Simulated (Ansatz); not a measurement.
CH$_{5}$O$_{3}$Y (`C[O][Y]([OH])[OH]`) at its PBE0-D4/def2-TZVP geometry, where that method's forces vanish. Charge 0, multiplicity 1. Y takes the def2 core potential.

```xyz
10

C     0.4219   -2.1606    0.2764
O     0.1708   -0.8111    0.1003
Y    -0.2243    1.1614   -0.1501
O     1.2470    2.4030   -0.7925
O    -2.0859    1.8647    0.2474
H    -0.4804   -2.7023    0.5918
H     1.1918   -2.3281    1.0417
H     0.7793   -2.6262   -0.6520
H     1.9340    2.9894   -1.0932
H    -2.9541    2.2097    0.4303
```

**Question.** What forces (eV/Å) does B3LYP-D4/def2-TZVPP give on these atoms in the Gaussian-basis code of Ansatz? (Best estimate.)

**Answer.** Ansatz gave: 
```
C1   0.078 -0.401  0.052
O2  -0.020  0.118 -0.016
Y3  -0.003  0.015 -0.002
O4   0.114  0.101 -0.051
O5  -0.145  0.059  0.030
H6   0.041  0.020 -0.014
H7  -0.035  0.005 -0.033
H8  -0.016  0.018  0.042
H9   0.051  0.042 -0.022
H10 -0.063  0.023  0.013
```

B3LYP here is the variant with VWN-RPA as its local correlation; programs differ in this.
